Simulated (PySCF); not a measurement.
SMILES F[SiH2][Si](Cl)(Cl)Cl (H2Cl3FSi2) at its CAM-B3LYP/def2-SVP optimised geometry (Å):

```
8

F     -1.0323    -1.4397     3.1820
Si    -1.5451    -2.1577     1.8205
Si    -0.6962    -0.9721     0.0000
Cl     1.3574    -0.9721     0.0000
Cl    -1.3574     0.9721     0.0000
Cl    -1.3604    -1.8995    -1.7137
H     -1.0371    -3.5510     1.7901
H     -3.0278    -2.1265     1.7908
```

Calculation: CAM-B3LYP/def2-TZVP in PySCF. Cells within 0.4 Å of a nucleus heavier than hydrogen are left out (blank, or x).

Map of the deformation density (molecule minus spherical neutral atoms) (e/bohr³) on the plane z = 0.0 Å:

```
|3333333333333333333333333333333|
|3333333333333333333333333333333|
|3333333333333333333333333333333|
|3333333333333333333333333333333|
|3333333333333333333333333333333|
|3333332222233333333333333333333|
|3333322222223333333333333333333|
|3333322111233333333333333333333|
|3333322101343333333333333333333|
|3333333223564333333333333333333|
|33333345xxx75433333333333333333|
|33333457xxx54333333333333333333|
|33333456xxx34433223333333333333|
|3333334434466432223333333333333|
|3333333456897532223333333333333|
|3333333457997422233333333333333|
|3333222345765212344345433223333|
|3332222222343213565457632222333|
|33322211001xxx247863xxx31122333|
|33322211001xxx358974xxx20122333|
|33322211001xxx358964xxx21122333|
|3322222112222113565457632222333|
|3322222223321001344456532223333|
|3332222223321001233344433333333|
|3332222222221111223333333333333|
|3332222222222112223333333333333|
|3332222222222222223333333333333|
|3333222222222222223333333333333|
|3333222222222222233333333333333|
|3333322222222223333333333333333|
|3333333322233333333333333333333|
```
Scale: ten equal steps from -0.017 (start of '0') to 0.033 (end of '9'), in the order '0123456789'; x runs from -3.50 to 3.50, y from -3.50 (bottom) to 3.50 (top).
